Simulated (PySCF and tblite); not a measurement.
The numbers below are computed, except where a source is named.
System: F5Ge (charge -1), numbered as in [F:1][Ge-:2]([F:3])([F:4])([F:5])[F:6].

Motion: Berry pseudorotation at Ge2 with F5 as pivot. GFN2-xTB gives an electronic barrier of 0.8 kcal/mol.

The ion is treated without a counter-ion. Spin–orbit effects of heavy atoms on shieldings are missing.

Problem. What does PBE0/pcSseg-1 + D3(BJ) give on PBE0-D3(BJ)/def2-SVP geometries?

Solution. A barrier of 2.4 kcal/mol, 1.5 above the tight-binding barrier (from unrounded values) and, with GFN2-xTB thermal terms, ΔG‡(298 K) = 2.9 kcal/mol and k = 1.4×10¹¹ s⁻¹ (3 equivalent paths).

Problem. And the level of the geometries itself, PBE0-D3(BJ)/def2-SVP?

Solution. 2.2 kcal/mol.

Programs: tblite and PySCF.
